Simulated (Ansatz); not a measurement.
Reaction (ligand exchange at the Si–F bond): `C=C[SiH](F)N[SiH2]F` + HCl → `C=C[SiH](F)N[SiH2]Cl` + H–F

Program: Ansatz. Geometries: PBE0-D4/def2-TZVP. ΔE: electronic, gas phase. CCSD(T)/CBS adds triple-zeta CCSD(T) − MP2 to the extrapolated MP2 energy (def2 sets, frozen cores). This one scheme is used for every species. One conformer a species, not always the lowest.

`C=C[SiH](F)N[SiH2]F`:

Cartesian coordinates in Å:
```
C 1.875 -1.562 0.113
C 0.692 -1.244 -0.409
Si 0.356 0.397 -1.180
F 1.692 1.268 -1.036
N -0.969 1.152 -0.391
Si -1.553 0.896 1.198
F -2.601 -0.314 1.252
H 2.064 -2.531 0.566
H 2.703 -0.861 0.111
H -0.106 -1.984 -0.378
H 0.059 0.345 -2.630
H -1.494 1.812 -0.948
H -0.435 0.522 2.088
H -2.283 2.104 1.644
```

HCl:

```xyz
2

Cl   -0.184   -0.593    0.152
H     0.184    0.593   -0.152
```

`C=C[SiH](F)N[SiH2]Cl`:

Cartesian coordinates in Å:
```
C 2.392 -0.417 0.187
C 1.400 0.361 -0.238
Si 0.070 0.975 0.883
F 0.359 0.367 2.336
N -1.463 0.472 0.294
Si -1.821 -0.849 -0.738
Cl -1.620 -0.360 -2.733
H 2.464 -0.729 1.225
H 3.170 -0.777 -0.480
H 1.371 0.643 -1.290
H 0.036 2.446 1.056
H -2.246 1.066 0.529
H -0.877 -1.954 -0.484
H -3.234 -1.245 -0.547
```

H–F:

Z-matrix (Å, degrees):
```
F
H 1 0.920
```

| species | SCS-MP2/def2-TZVPP energy (Eh) |
| --- | --- |
| `C=C[SiH](F)N[SiH2]F` | -912.62639 |
| HCl | -460.30218 |
| `C=C[SiH](F)N[SiH2]Cl` | -1272.58084 |
| H–F | -100.33020 |

(1) Work out ΔE.

Largest T1 diagnostic among the species: 0.012.

## Answers

(1) ΔE = (-1272.58084) + (-100.33020) − (-912.62639) − (-460.30218) = 0.01753 Eh = +46.0 kJ/mol. CCSD(T)/CBS gives +41.1 kJ/mol.

In def2-TZVPP, CCSD(T) changes the Hartree–Fock value by −11.6 kJ/mol (the triples alone add −2.5 kJ/mol) and MP2 by −17.2 kJ/mol. The D4 term adds −7.6 kJ/mol with B3LYP and −4.3 kJ/mol with PBE0; it sums over pairs of atoms, weighted by their polarisabilities, and B3LYP, whose exchange is more repulsive, gets the larger term.

B3LYP here is the variant with VWN-RPA as its local correlation; programs differ in this.
